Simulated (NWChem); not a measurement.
System: CH2ClFO2Si; SMILES O=C[Si@](O)(F)Cl

```xyz
8

O      0.6208     2.3786    -0.2807
C      0.6604     1.4517     0.5121
Si    -0.3644    -0.1034     0.0498
O     -1.0150     0.2366    -1.4098
F     -1.4978    -0.3677     1.1515
Cl     0.8228    -1.7755    -0.0053
H      1.2718     1.5335     1.4370
H     -0.7980     1.1472    -1.6815
```
Atoms are numbered in this order, from 1.

Program: NWChem. Geometry: optimised at B3LYP/6-31G* (spherical d). GIAO values for the isolated, static molecule; σ is the absolute isotropic shielding, δ = σ(reference) − σ with the isolated reference molecule computed at the same levels (13C: tetramethylsilane, 19F: trichlorofluoromethane, 1H: tetramethylsilane, 17O: water).

Task: Predict the results for PBE0/pcSseg-1. Quantities: δ O1 (ppm); δ C2 (ppm); δ O4 (ppm); δ F5 (ppm); σ Cl6 (ppm); δ H7 (ppm); δ H8 (ppm).

Result: The δ O1 (ppm) is 916.4 and the δ C2 (ppm) is 241.5. The δ O4 (ppm) is 51.4 and the δ F5 (ppm) comes out as -145.1. The σ Cl6 (ppm) is 897.6. The δ H7 (ppm) comes out as 11.18 and the δ H8 (ppm) is 4.52.
